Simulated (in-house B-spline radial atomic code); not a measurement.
Orbital energies and mean radii along the 9-electron series, configuration 1s2 2s2 2p1/2(2) 2p3/2(3). The effective charge is n√(-2ε), a non-relativistic measure. Computed with a radial B-spline atomic code at the basis-set limit: Dirac-Hartree-Fock, jj configuration that fills j = l - 1/2 first, finite nuclei.

| ion | Z | energy of 1s1/2 (Eh) | mean radius of 1s1/2 (bohr) | energy of 2p1/2 (Eh) | mean radius of 2p1/2 (bohr) | energy of 2s1/2 (Eh) | mean radius of 2s1/2 (bohr) | effective charge of 1s1/2 |
| --- | --- | --- | --- | --- | --- | --- | --- | --- |
| F | 9 | -26.411 | 0.17551 | -0.72269 | 1.0866 | -1.5759 | 0.9997 | 7.2679 |
| Ne+ | 10 | -33.657 | 0.15731 | -1.5988 | 0.87607 | -2.6248 | 0.85885 | 8.2045 |
| Mg3+ | 12 | -51.221 | 0.13018 | -4.1324 | 0.63897 | -5.5142 | 0.66743 | 10.121 |
| Al4+ | 13 | ? | ? | ? | ? | ? | ? | ? |
| Si5+ | 14 | ? | ? | ? | ? | ? | ? | ? |
| P6+ | 15 | -85.202 | 0.10327 | -9.8507 | 0.45744 | -11.775 | 0.49922 | 13.054 |
| S7+ | 16 | -98.565 | 0.096588 | -12.266 | 0.41808 | -14.373 | 0.46042 | 14.04 |
| Cl8+ | 17 | -112.95 | 0.090701 | -14.936 | 0.38498 | -17.227 | 0.42716 | 15.03 |
| Ar9+ | 18 | ? | ? | ? | ? | ? | ? | ? |
| K10+ | 19 | -144.78 | 0.080814 | -21.043 | 0.33235 | -23.702 | 0.37312 | 17.017 |

(1) Fill in the row of Al4+.

(2) Fill in the row of Si5+.

(3) Fill in the row of Ar9+.

(4) How does the screening of 1s1/2 change?

Answers

(1) energy of 1s1/2 (Eh): -61.531; mean radius of 1s1/2 (bohr): 0.1198; energy of 2p1/2 (Eh): -5.7837; mean radius of 2p1/2 (bohr): 0.564; energy of 2s1/2 (Eh): -7.3456; mean radius of 2s1/2 (bohr): 0.60015; effective charge of 1s1/2: 11.093.

(2) energy of 1s1/2 (Eh): -72.858; mean radius of 1s1/2 (bohr): 0.11094; energy of 2p1/2 (Eh): -7.6899; mean radius of 2p1/2 (bohr): 0.50507; energy of 2s1/2 (Eh): -9.4328; mean radius of 2s1/2 (bohr): 0.54509; effective charge of 1s1/2: 12.071.

(3) energy of 1s1/2 (Eh): -128.35; mean radius of 1s1/2 (bohr): 0.085478; energy of 2p1/2 (Eh): -17.862; mean radius of 2p1/2 (bohr): 0.35674; energy of 2s1/2 (Eh): -20.336; mean radius of 2s1/2 (bohr): 0.39834; effective charge of 1s1/2: 16.022.

(4) Z less the effective charge goes from 1.73 at Z = 9 to 1.98 at Z = 19.
